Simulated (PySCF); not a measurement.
Computed structure and properties of [WO(OH)3]+

System: [WO(OH)3]+ (singlet); start: template (Cs). Method: PySCF 2.14.0, RKS PBE, W def2-SVP with ECP60, O def2-SVP, H def2-SVP; non-relativistic Hamiltonian with scalar-relativistic core potentials where named; density fitting; no spin-orbit coupling.

Input of the relaxation:

```python
mol = gto.M(atom='''
W      0.02903     0.00000    -0.00422
O      1.53863     0.00000    -0.00422
O      0.02903     1.79520    -0.00422
H      0.02903     2.69520     0.34578
O     -1.76617     0.00000    -0.00422
H     -2.66617     0.00000     0.34578
O      0.02903    -1.79520    -0.00422
H      0.02903    -2.69520     0.34578''',
    basis={'W': 'def2-SVP', 'O': 'def2-SVP', 'H': 'def2-SVP'},
    ecp={'W': 'def2-SVP'},
    charge=1, spin=0)
mf = dft.RKS(mol, xc='PBE')
mf.grids.atom_grid = (50, 194)
mf = mf.density_fit()  # fitting sets: W def2-universal-JKFIT, O def2-universal-JKFIT, H def2-universal-JKFIT
mf.conv_tol = 1e-08; mf.max_cycle = 55
mf.kernel(dm0)  # dm0: converged density of the start geometry
# quasi-Newton relaxation in Cartesian coordinates to a largest gradient under 0.00045 Eh/bohr, steps kept in the point group
```

Run from Python with OMP_NUM_THREADS=2; the lines above give its settings. Where DIIS fails, smearing, a level shift and second-order steps follow.
It took 110 s on 2 threads of Arm Neoverse V2 (shared host), from the converged density of the start.

Course of the relaxation:

```json
{"step": "0", "energy above end (eV)": "6.9158", "largest force component within the symmetry (eV/Å)": "20.050"}
{"step": "1", "energy above end (eV)": "4.6564", "largest force component within the symmetry (eV/Å)": "4.354"}
{"step": "2", "energy above end (eV)": "4.3189", "largest force component within the symmetry (eV/Å)": "1.873"}
{"step": "3", "energy above end (eV)": "4.0569", "largest force component within the symmetry (eV/Å)": "1.421"}
{"step": "4", "energy above end (eV)": "3.8738", "largest force component within the symmetry (eV/Å)": "3.447"}
{"step": "5", "energy above end (eV)": "3.6157", "largest force component within the symmetry (eV/Å)": "2.597"}
{"step": "6", "energy above end (eV)": "2.8650", "largest force component within the symmetry (eV/Å)": "1.280"}
{"step": "7", "energy above end (eV)": "2.2622", "largest force component within the symmetry (eV/Å)": "1.308"}
{"step": "25", "energy above end (eV)": "0.0005", "largest force component within the symmetry (eV/Å)": "0.047"}
{"step": "26", "energy above end (eV)": "0.0004", "largest force component within the symmetry (eV/Å)": "0.045"}
{"step": "27", "energy above end (eV)": "0.0002", "largest force component within the symmetry (eV/Å)": "0.037"}
{"step": "28", "energy above end (eV)": "0.0001", "largest force component within the symmetry (eV/Å)": "0.032"}
{"step": "29", "energy above end (eV)": "0.0000", "largest force component within the symmetry (eV/Å)": "0.018"}
{"step": "30", "energy above end (eV)": "0.0000", "largest force component within the symmetry (eV/Å)": "0.010"}
```
(The steps between are left out.)

Relaxed geometry (C3v):

```xyz
8

W    -0.2849    0.0000    0.2187
O     0.6209    0.0000    1.6464
O     0.1383    1.5062   -0.7446
H     0.6931    2.3148   -0.7224
O    -2.0695    0.0000    0.6579
H    -2.6780    0.0000    1.4273
O     0.1383   -1.5062   -0.7446
H     0.6931   -2.3148   -0.7224
```

```
   contact      Å
 W1–O2 (O)  1.691
W1–O3 (OH)  1.837
W1–O5 (OH)  1.838
W1–O7 (OH)  1.837
```

On the finer grid (75, 302):

```
HOMO                                                         : -13.94 eV
LUMO                                                         : -8.42 eV
Dipole about the centre of mass                              : 0.24 D
Set of Mulliken populations of W1 outside the core potential : s 2.38, p 6.34, d 3.80, f 0.22
D3(BJ) dispersion energy (not in the energies)               : -0.147 eV
```

| atom | Mulliken (e) | Löwdin (e) | spin (e) |
| --- | --- | --- | --- |
| W1 | 1.26 | 0.54 | 0.00 |
| O2 | -0.18 | 0.00 | 0.00 |
| O3 | -0.31 | -0.02 | 0.00 |
| H4 | 0.28 | 0.17 | 0.00 |
| O5 | -0.31 | -0.02 | 0.00 |
| H6 | 0.28 | 0.17 | 0.00 |
| O7 | -0.31 | -0.02 | 0.00 |
| H8 | 0.28 | 0.17 | 0.00 |

A rough frequency check found all modes real, so this is a minimum.

Rigid scan of O along the line from its metal:

distance to O2 (Å), energy (eV) and a bar:
```
     1.39      4.672 ###############
     1.49      1.710 #####
     1.59      0.355 #
     1.69      0.000 
     1.79      0.248 #
     1.89      0.842 ###
     2.09      2.471 ########
     2.39      4.974 ################
     2.79      7.558 ########################
     3.29      9.553 ##############################
```

Taking off one OH (charge -1, singlet; the rest: singlet) in vacuum, both parts rigid, costs 20.84 eV; the small basis without counterpoise inflates it. Most of it is the attraction of opposite charges; other ways to part are cheaper, and one spin state was tried for the rest.

Rigid scan of OH along the line from its metal:

distance to O3 (Å), energy (eV) and a bar:
```
     1.54      2.806 ##################
     1.64      1.035 #######
     1.74      0.217 #
     1.84      0.000 
     1.94      0.155 #
     2.04      0.530 ###
     2.24      1.569 ##########
     2.54      3.170 ####################
     2.94      4.742 ##############################
```

One start shape was tried, so this needn't be the lowest isomer.
